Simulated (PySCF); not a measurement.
## Correlation energy of Mn (manganese, neutral)

[Ar] 3d4 4s2 4p1, one real determinant (an excited configuration). Computed with PySCF 2.14 in aug-cc-pwCVTZ-DK with one added diffuse shell each of s, p, d, f, g type (11s10p8d5f4g, 152 functions), with the spin-free X2C one-electron Hamiltonian (Gaussian nucleus). Frozen: [Ne]; 15 electrons correlated.

MP2 pair energies summed by pair of shells (mhartree):

```tsv
pair	energy	share (%)
3p-3d	-172.96	33.4
3p-3p	-115.31	22.3
3s-3p	-45.25	8.7
3d-3d	-44.62	8.6
3s-3d	-30.71	5.9
3d-4s	-28.31	5.5
3p-4s	-24.42	4.7
4s-4s	-18.23	3.5
4s-4p	-18.13	3.5
3s-3s	-6.65	1.3
3d-4p	-5.22	1.0
3p-4p	-5.02	1.0
3s-4s	-2.42	0.5
3s-4p	-0.54	0.1
```

Total MP2 correlation energy: -517.79 mhartree.

Same-spin part -165.03 and opposite-spin part -352.76 mhartree; SCS-MP2 scales them by 1/3 and 6/5 to -478.32 mhartree.

The reference is one real determinant that mixes LS terms of this configuration.
